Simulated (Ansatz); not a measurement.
`[OH][Sn][O][SiH3]` + HCl → `[OH][Sn][Cl]` + `O[SiH3]` at 600 K and 1 bar (ligand exchange at the Sn–O bond).

Gas-phase electronic energies from Ansatz, PBE0-D4/def2-TZVP geometries. CCSD(T)/CBS adds triple-zeta CCSD(T) − MP2 to the extrapolated MP2 energy (def2 sets, frozen cores). This one scheme is used for every species. def2 core potentials past Kr. For Sn outer-core shells are correlated without core-valence functions, which leaves a few kJ/mol of doubt a bond. One conformer a species, not always the lowest.

| species | CCSD(T)/CBS energy (Eh) | H − E (kJ/mol) | S (J/(mol·K)) |
| --- | --- | --- | --- |
| `[OH][Sn][O][SiH3]` | -655.96073 | 166.5 | 442.2 |
| HCl | -460.38127 | 35.4 | 207.2 |
| `[OH][Sn][Cl]` | -749.66523 | 70.8 | 351.2 |
| `O[SiH3]` | -366.69042 | 135.7 | 307.9 |

H − E and S are ideal-gas, rigid-rotor, harmonic terms from PBE0-D4/def2-TZVP, for one conformer and one mirror image of each species. 1 Eh = 2625.50 kJ/mol, R = 8.31446 J/(mol·K).

**Question.** By hand: ΔE, ΔH, ΔS and ΔG.

**Answer.** ΔE = (-749.66523) + (-366.69042) − (-655.96073) − (-460.38127) = -0.01365 Eh = -35.8 kJ/mol. Δ(H − E) = 70.8 + 135.7 − 166.5 − 35.4 = 4.6, so ΔH = -31.2 kJ/mol. ΔS = 351.2 + 307.9 − 442.2 − 207.2 = 9.7 J/(mol·K). ΔG = -31.2 − 600 × (9.7)/1000 = -37.0 kJ/mol.

**Question.** By hand: the equilibrium constant, and the temperature at which ΔG would vanish if ΔH and ΔS stayed fixed.

**Answer.** log₁₀ K = −ΔG/(RT ln 10) = 3.2. ΔH and −TΔS have one sign here, so there is no such temperature.

The number of gas molecules stays the same, so ΔS is small and ΔH decides. A doubt of 5 kJ/mol in ΔE shifts log₁₀ K by 0.4 here. Other conformers and mirror images would add mixing entropy, several J/(mol·K) or more a flexible species. These are equilibria of isolated gas molecules and say nothing of rates. Largest T1 diagnostic: 0.017 (customary marks: 0.02 for closed shells, 0.045 for open ones).

ΔS is within the doubt of such terms, so its sign, and with it that verdict, could turn.
